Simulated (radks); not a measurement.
The numbers below are computed, except where a source is named.
Initial-state core-level shifts of neutral tungsten when its valence configuration changes from [Xe] 4f14 5d4 6s2. Code: a radial shooting solver on a logarithmic mesh with Libxc functionals. Model: Dirac Kohn-Sham, LDA (Slater exchange, Perdew-Wang correlation), spin-unpolarised, spherical densities, finite nucleus; open shells are shared between the two j in proportion to 2j + 1; Fermi nuclear charge, rms radius 5.3658 fm. Shifts are changes of the shell-averaged eigenvalues in eV (positive: less bound); the change of the density at the nucleus, which sets a Mossbauer isomer shift, is in e/bohr^3, on a base of 1.419e+06.

valence                    2s       3s       3p       4s  density at nucleus
4f13 5d4 6s2 6p1      -14.607  -16.007  -15.974  -14.860              +129.3
4f14 5d4 6s1 6p1       -1.576   -1.581   -1.580   -1.583               -72.5
4f13 5d5 6s2          -10.309  -11.747  -11.714  -10.607               +94.2
4f11 5d5 6s2 6p2      -42.568  -47.223  -47.110  -42.815              +382.0
4f11 5d6 6s2 6p1      -37.657  -42.377  -42.264  -38.009              +338.7
4f14 5d3 6s2 6p1       -4.016   -3.980   -3.980   -3.981               +32.4
4f10.5 5d5 6s2 6p2.5  -51.348  -56.875  -56.739  -51.423              +461.5
4f14 5d5 6s1           +1.958   +1.935   +1.936   +1.938               -88.8
4f13 5d5 6s1 6p1      -11.937  -13.381  -13.349  -12.245               +17.9
